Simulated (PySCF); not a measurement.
How methods differ on the ionisation energy of Pd

Pd [Kr] 4d10 (1S) → Pd⁺ [Kr] 4d9 (2D), as a difference of total energies. Computed with PySCF 2.14 in def2-TZVP with the def2 core potential (28 electrons), with scalar relativity through the core potential. Correlated levels: valence: 4s2 4p6 frozen. The calculations carry no spin-orbit coupling.

```csv
method,ionisation energy (eV)
UHF,6.281
B3LYP,8.574
M06-2X,8.448
MP2 (valence),7.982
SCS-MP2 (valence),7.805
```

Problem. How much does correlation contribute at MP2 (valence)?

Solution. 7.982 − (6.281) = 1.701 eV, measured against UHF.

Errors of the correlated levels include the incompleteness of this basis and the frozen core.

For comparison: 8.512 eV (measured; NIST levels, between the centres of gravity of the two terms).
